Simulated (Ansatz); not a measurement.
Steps of a relaxation of H₅N₂OSb (`[NH2][Sb]([NH2])[OH]`) with RKS PBE-D4/def2-SVP.

```sh
$ ansatz run in.yaml --threads 4 --pin off --events-out ev --progress --plain --max-ram 10444MiB
```

```yaml
crystal:
  periodic: [false, false, false]
  atoms:
    - {symbol: N, position_ang: [-0.342600, 1.177900, -1.043400]}
    - {symbol: Sb, position_ang: [0.651200, 0.678200, 0.675600]}
    - {symbol: N, position_ang: [1.478400, -0.975000, -0.288700]}
    - {symbol: O, position_ang: [-0.826800, -0.415800, 1.347100]}
    - {symbol: H, position_ang: [-0.910700, 0.370500, -1.396200]}
    - {symbol: H, position_ang: [-1.108100, 1.940400, -0.766100]}
    - {symbol: H, position_ang: [1.943300, -1.575100, 0.481100]}
    - {symbol: H, position_ang: [0.770800, -1.504700, -0.713800]}
    - {symbol: H, position_ang: [-1.567000, 0.257300, 1.687300]}
basis:
  gaussian: {orbitals: def2-SVP}
hamiltonian: {xc: pbe, dispersion: d4}
relax: {f_tol: 0.03, max_steps: 200}
```

Positions (Å) and forces (eV/Å) along the path, 14 of 20 steps:

```xyz
9
step=1 energy=-11636.1541 eV
N    -0.343    1.178   -1.043   -2.240    1.955   -0.124
Sb    0.651    0.678    0.676    1.352    0.053   -0.819
N     1.478   -0.975   -0.289    2.841    0.848    2.599
O    -0.827   -0.416    1.347   -3.339    0.984    1.872
H    -0.911    0.370   -1.396    0.341    0.386    0.345
H    -1.108    1.940   -0.766    1.773   -1.700   -0.794
H     1.943   -1.575    0.481   -0.810    0.811   -1.450
H     0.771   -1.505   -0.714   -1.791   -1.380   -0.838
H    -1.567    0.257    1.687    1.873   -1.957   -0.791
9
step=2 energy=-11636.6033 eV
N    -0.352    1.265   -1.132   -0.849    0.062    0.096
Sb    0.587    0.612    0.612    0.392    0.605    0.551
N     1.538   -0.994   -0.273    0.198    0.090    0.369
O    -0.917   -0.460    1.483   -0.798    0.493    0.208
H    -0.957    0.467   -1.415    0.071    0.256   -0.170
H    -1.039    2.041   -0.916    0.735   -0.690   -0.090
H     2.048   -1.569    0.436   -0.386    0.373   -0.357
H     0.791   -1.576   -0.653   -0.174   -0.535   -0.227
H    -1.611    0.168    1.842    0.809   -0.653   -0.380
9
step=3 energy=-11636.6920 eV
N    -0.345    1.239   -1.144   -0.423    0.035    0.187
Sb    0.579    0.638    0.636   -0.198   -0.069   -0.147
N     1.491   -0.977   -0.271   -0.023   -0.104    0.131
O    -0.938   -0.492    1.436   -0.184    0.383    0.120
H    -1.006    0.500   -1.462    0.242    0.163    0.085
H    -0.953    2.061   -0.942    0.285   -0.265   -0.085
H     2.053   -1.486    0.435   -0.160    0.075   -0.191
H     0.773   -1.639   -0.615    0.139    0.085    0.106
H    -1.565    0.109    1.908    0.324   -0.303   -0.206
9
step=6 energy=-11636.7097 eV
N    -0.317    1.254   -1.149   -0.101    0.026    0.072
Sb    0.515    0.638    0.645    0.077    0.006   -0.073
N     1.441   -0.960   -0.286   -0.069   -0.018    0.063
O    -1.006   -0.498    1.400   -0.008    0.017   -0.029
H    -0.913    0.515   -1.554    0.034   -0.006   -0.021
H    -0.932    2.068   -0.999    0.020   -0.018   -0.003
H     2.060   -1.427    0.393   -0.004   -0.013    0.000
H     0.725   -1.663   -0.537    0.032    0.030    0.012
H    -1.485    0.026    2.073    0.018   -0.024   -0.021
9
step=7 energy=-11636.7138 eV
N    -0.321    1.276   -1.137   -0.016   -0.014    0.005
Sb    0.532    0.647    0.638   -0.003   -0.011    0.001
N     1.428   -0.968   -0.284   -0.005   -0.032    0.003
O    -0.992   -0.488    1.391   -0.004    0.008   -0.001
H    -0.849    0.516   -1.592    0.018    0.006   -0.003
H    -0.990    2.041   -0.971    0.000    0.008   -0.003
H     2.049   -1.436    0.392    0.006    0.016   -0.010
H     0.704   -1.665   -0.520   -0.005    0.026    0.014
H    -1.473    0.030    2.066    0.009   -0.008   -0.006
9
step=10 energy=-11636.7187 eV
N    -0.310    1.311   -1.121   -0.014   -0.034   -0.016
Sb    0.537    0.646    0.641   -0.008    0.016    0.048
N     1.384   -0.984   -0.305   -0.046   -0.025   -0.029
O    -0.987   -0.493    1.390    0.002    0.018    0.000
H    -0.749    0.536   -1.641    0.018    0.015   -0.006
H    -1.043    2.013   -0.949   -0.001    0.014   -0.001
H     2.091   -1.401    0.318    0.013   -0.002   -0.007
H     0.647   -1.701   -0.406    0.026    0.014    0.021
H    -1.481    0.027    2.056    0.009   -0.015   -0.011
9
step=11 energy=-11636.7201 eV
N    -0.301    1.331   -1.110   -0.140   -0.072   -0.077
Sb    0.535    0.644    0.648   -0.039   -0.006    0.016
N     1.347   -0.994   -0.319   -0.006   -0.278    0.121
O    -0.990   -0.498    1.393    0.005    0.038    0.011
H    -0.685    0.552   -1.673    0.077    0.138    0.102
H    -1.068    2.001   -0.944    0.072   -0.058   -0.027
H     2.127   -1.368    0.254   -0.231    0.061   -0.173
H     0.614   -1.734   -0.320    0.246    0.203    0.049
H    -1.490    0.022    2.053    0.016   -0.028   -0.022
9
step=12 energy=-11636.7265 eV
N    -0.293    1.349   -1.123   -0.031   -0.049    0.005
Sb    0.508    0.640    0.640    0.016    0.104    0.079
N     1.303   -1.012   -0.319   -0.060   -0.108   -0.015
O    -1.005   -0.524    1.372    0.014   -0.006   -0.048
H    -0.672    0.586   -1.702    0.024    0.007    0.000
H    -1.038    2.045   -0.983    0.006   -0.002    0.007
H     2.147   -1.323    0.185   -0.023    0.013   -0.028
H     0.604   -1.762   -0.173    0.077    0.023   -0.015
H    -1.466   -0.044    2.087   -0.024    0.018    0.015
9
step=14 energy=-11636.7128 eV rejected
N    -0.266    1.364   -1.085    0.027   -0.020    0.004
Sb    0.488    0.629    0.680    0.012    0.051   -0.025
N     1.198   -1.036   -0.344    0.401   -0.621    0.460
O    -1.041   -0.524    1.387   -0.025   -0.035    0.006
H    -0.534    0.588   -1.710   -0.033    0.081    0.059
H    -1.044    2.030   -0.991   -0.005   -0.034   -0.052
H     2.197   -1.232   -0.070   -0.871    0.104   -0.186
H     0.626   -1.831    0.041    0.450    0.483   -0.239
H    -1.534   -0.035    2.075    0.045   -0.010   -0.027
9
step=15 energy=-11636.7300 eV rejected
N    -0.286    1.358   -1.105    0.038    0.000    0.051
Sb    0.509    0.641    0.655   -0.006    0.032    0.007
N     1.260   -1.022   -0.326   -0.008   -0.001   -0.029
O    -1.005   -0.522    1.383    0.139   -0.156   -0.219
H    -0.606    0.589   -1.711   -0.020   -0.007   -0.001
H    -1.057    2.027   -0.977   -0.013   -0.003   -0.025
H     2.162   -1.294    0.091    0.023   -0.009   -0.004
H     0.604   -1.786   -0.095   -0.001   -0.010    0.011
H    -1.493   -0.036    2.067   -0.152    0.156    0.210
9
step=16 energy=-11636.7310 eV
N    -0.286    1.358   -1.104    0.028    0.000    0.017
Sb    0.508    0.641    0.655    0.002    0.006    0.008
N     1.263   -1.021   -0.327   -0.001   -0.006   -0.002
O    -1.013   -0.519    1.374   -0.005   -0.007   -0.002
H    -0.604    0.588   -1.709   -0.012   -0.002    0.001
H    -1.058    2.025   -0.979   -0.008   -0.003   -0.015
H     2.161   -1.297    0.096    0.001    0.008   -0.015
H     0.604   -1.785   -0.100    0.001   -0.001    0.005
H    -1.487   -0.037    2.078   -0.007    0.005    0.003
9
step=17 energy=-11636.7320 eV
N    -0.278    1.356   -1.099   -0.023    0.021   -0.008
Sb    0.503    0.640    0.664    0.003   -0.024   -0.013
N     1.246   -1.024   -0.331    0.006   -0.029    0.045
O    -1.018   -0.524    1.375    0.018   -0.017   -0.025
H    -0.601    0.583   -1.698    0.008   -0.001    0.001
H    -1.044    2.035   -0.990    0.010   -0.003    0.000
H     2.170   -1.276    0.051   -0.034    0.005   -0.025
H     0.612   -1.796   -0.061    0.030    0.031   -0.003
H    -1.501   -0.040    2.072   -0.020    0.017    0.026
9
step=19 energy=-11636.7328 eV
N    -0.273    1.361   -1.098   -0.015    0.004    0.003
Sb    0.496    0.634    0.666   -0.003    0.011   -0.002
N     1.225   -1.036   -0.329    0.012   -0.056    0.047
O    -1.026   -0.532    1.374    0.012   -0.014   -0.020
H    -0.600    0.591   -1.699    0.006    0.000    0.001
H    -1.029    2.050   -0.994    0.007    0.001   -0.001
H     2.179   -1.254   -0.003   -0.043    0.012   -0.021
H     0.631   -1.816    0.001    0.026    0.033   -0.018
H    -1.515   -0.045    2.065   -0.003    0.010    0.011
9
step=20 energy=-11636.7330 eV
N    -0.272    1.363   -1.100   -0.012    0.000    0.003
Sb    0.493    0.635    0.666   -0.003   -0.018   -0.008
N     1.219   -1.039   -0.324    0.011    0.000    0.001
O    -1.027   -0.535    1.369   -0.001    0.001   -0.001
H    -0.602    0.594   -1.700    0.006   -0.001    0.002
H    -1.024    2.057   -0.998    0.008    0.001   -0.001
H     2.178   -1.249   -0.013    0.011    0.006   -0.007
H     0.635   -1.820    0.018   -0.013    0.007    0.005
H    -1.511   -0.052    2.066   -0.007    0.004    0.007
```

Run time 13 s (4 threads of an Intel Xeon Platinum 8488C on a shared host); peak host memory 0.16 GiB.
